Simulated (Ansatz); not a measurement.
Cartesian coordinates in Å:
```
O -0.596 -1.103 -0.625
B -0.031 -0.058 -0.033
Cl -1.082 1.181 0.602
Cl 1.710 -0.020 0.056
```

Total charge 0; spin multiplicity 2.

(1) List the ωB97M-V/def2-TZVPP orbital energies in eV (Ansatz). (Estimate.)

## Answers

(1) The calculation gave: α occupied: -2772.84, -2772.84, -528.96, -263.24, -263.24, -200.74, -200.74, -200.59, -200.59, -200.58, -200.58, -191.20, -32.59, -27.21, -26.59, -17.61, -16.74, -15.83, -15.17, -13.53, -12.69, -12.67, -12.27, -11.87. α empty: 1.57, 2.38, 3.90, 4.33, 4.39, 4.39, 5.76, 7.75. β occupied: -2772.82, -2772.82, -528.33, -263.23, -263.23, -200.70, -200.70, -200.58, -200.58, -200.55, -200.55, -191.23, -30.96, -27.05, -26.49, -17.17, -15.41, -15.17, -14.71, -12.39, -12.28, -12.25, -11.99. β empty: -3.26, 1.66, 2.43, 3.92, 4.39, 4.40, 4.54, 5.93. ⟨S²⟩ = 0.755.
